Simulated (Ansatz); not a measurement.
`CSB(O)Cl` + `[F][Zn][CH2]Cl` → `OB(Cl)CCl` + `C[S][Zn][F]`  (redistribution)

Program: Ansatz. Geometries: PBE0-D4/def2-TZVP. ΔE: electronic, gas phase. CCSD(T)/CBS is the MP2 limit (def2-TZVPP, def2-QZVPP) plus CCSD(T) − MP2 in def2-TZVPP, frozen cores. Functionals use def2-TZVPP. B3LYP here is the variant with VWN-RPA as its local correlation; programs differ in this. For Zn outer-core shells are correlated without core-valence functions, which leaves a few kJ/mol of doubt a bond. Scalar relativity is left out up to krypton. Each species was taken in one conformer, which may not be the lowest.

`CSB(O)Cl`:

Cartesian coordinates in Å:
```
C 1.444 0.533 0.128
S -0.006 1.120 -0.784
B -1.222 -0.116 -0.342
O -0.923 -1.146 0.481
Cl -2.850 0.051 -1.024
H 2.252 1.231 -0.086
H 1.246 0.524 1.198
H 1.728 -0.464 -0.202
H -1.668 -1.734 0.632
```

`[F][Zn][CH2]Cl`:

```xyz
6

F    -1.624   -2.290   -0.989
Zn   -0.601   -0.993   -0.418
C     0.503    0.453    0.216
Cl   -0.543    1.856    0.597
H     1.224    0.781   -0.531
H     1.042    0.194    1.126
```

`OB(Cl)CCl`:

```xyz
8

O    -1.036   -0.719   -1.171
B    -0.188    0.221   -0.742
Cl    0.230    1.542   -1.826
C     0.470    0.220    0.691
Cl   -0.056   -1.185    1.664
H    -1.185   -1.387   -0.486
H     0.206    1.122    1.246
H     1.558    0.186    0.625
```

`C[S][Zn][F]`:

```xyz
7

C     0.951    0.660    0.003
S     0.056   -0.283   -1.277
Zn   -1.567   -1.129   -0.167
F    -2.902   -1.830    0.722
H     1.330    0.013    0.792
H     1.798    1.120   -0.505
H     0.334    1.450    0.430
```

| level | ΔE (kcal/mol) | difference from CCSD(T)/CBS |
| --- | --- | --- |
| PBE-D4 | -7.7 | 2.2 |
| r2SCAN-D4 | -8.6 | 1.3 |
| B3LYP-D4 | -9.0 | 0.9 |
| ωB97X-V | -9.3 | 0.6 |
| B2PLYP | -8.9 | 1.0 |
| HF/def2-TZVPP | -13.4 | -3.5 |
| SCS-MP2/def2-TZVPP | -8.2 | 1.7 |
| CCSD/def2-TZVPP | -9.3 | 0.6 |
| SCS-MP2/def2-QZVPP | -9.1 | 0.8 |
| HF/CBS(def2) | -14.0 | -4.1 |
| CCSD(T)/CBS | -9.9 | 0 |

Largest T1 diagnostic among the species: 0.015.

From PBE to PBE0 (25 % exact exchange), in def2-TZVPP and without D4, ΔE moves by −1.3 kcal/mol. In def2-TZVPP, CCSD(T) changes the Hartree–Fock value by +4.8 kcal/mol (the triples alone add +0.7 kcal/mol) and MP2 by +5.7 kcal/mol.
